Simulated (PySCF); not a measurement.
**Worked example: refractive index and permittivity of the vapour**

Mg(OH)(OMe) (CH4MgO2), SMILES [Mg]([OH])[O]C.

Geometry: B3LYP-D3(BJ)/def2-SVP. One conformer was computed; it need not be the lowest.

r2SCAN/def2-TZVPD (PySCF) gives a mean static polarisability of 44.9 bohr³ and a dipole moment of 0.54 D. Take an ideal gas at 298.15 K and 1 bar, whether or not the substance is that volatile.

### Question
Work out n − 1 in the optical limit and the static ε − 1.

### Answer

Polarisability volume α' = 44.9 × 0.148185 = 6.65 Å³. Number density N = p/kT = 2.43e-5 Å⁻³.
Dilute limit of Lorentz–Lorenz: n − 1 = 2π N α' = 0.0010.
Orientation term of Debye: μ²/(3kT) = 8.098 Å³ × μ²(D²) = 2.36 Å³.
ε − 1 = 4π N (α' + μ²/3kT) = 0.0028. Orientation of the dipole supplies 26 % of the static response; it can't follow optical fields. Vibrational polarisation and dispersion are left out.
